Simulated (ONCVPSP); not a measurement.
**S, ONCV: configuration errors across variants**

```
Element                 : sulfur (S)
Generator               : ONCVPSP 4.0.1
Type                    : optimised norm-conserving Vanderbilt (ONCV)
Functional              : LDA (Perdew-Zunger)
Relativity              : scalar-relativistic
Frozen core             : [Ne]
Valence charge          : 6
Reference configuration : 3s2 3p3 (charge +1)
Partial waves           : 3s: rc 1.35 bohr, ncon 3, nbas 8, qcut 5.7 1/bohr, local; 3p: rc 1.60 bohr, ncon 5, nbas 9, qcut 4.6 1/bohr, 1 projector; d scattering state at 0.36 Ha: rc 1.55 bohr, ncon 5, nbas 9, qcut 7 1/bohr, 1 projector
Local potential         : the s channel
Core correction         : none
```

All-electron excitation energies from the reference (eV): (1) 3s2 3p4 -11.863; (2) 3s2 3p2 22.373; (3) 3s2 3p1 56.531; (4) 3s1 3p5 -1.623.

2 further variants failed, have other tests or too few solved ones, and are left out.

Errors AE − PS in meV (a dash: test not solved or not reliable):

```json
{"change": "base", "(1)": "+5.7", "(2)": "+12", "(3)": "+81", "(4)": "+4.2", "bound ghosts": "none", "GHOST(+) flags above zero": "none"}
{"change": "p: rc 1.52", "(1)": "+5.7", "(2)": "+12", "(3)": "+81", "(4)": "+4.2", "bound ghosts": "none", "GHOST(+) flags above zero": "none"}
{"change": "p: rc 1.9", "(1)": "+5.6", "(2)": "+11", "(3)": "+73", "(4)": "+4.4", "bound ghosts": "none", "GHOST(+) flags above zero": "none"}
{"change": "p: rc 2.06", "(1)": "+5.5", "(2)": "+11", "(3)": "+68", "(4)": "+4.2", "bound ghosts": "none", "GHOST(+) flags above zero": "none"}
{"change": "p: rc 2.28", "(1)": "+5.3", "(2)": "+9.5", "(3)": "+61", "(4)": "+3.8", "bound ghosts": "none", "GHOST(+) flags above zero": "none"}
```

(1) Give the same row for: p: rc 1.68.

Answers

(1) +5.7, +12, +79, +4.3; bound ghosts: none; GHOST(+) flags above zero: none.
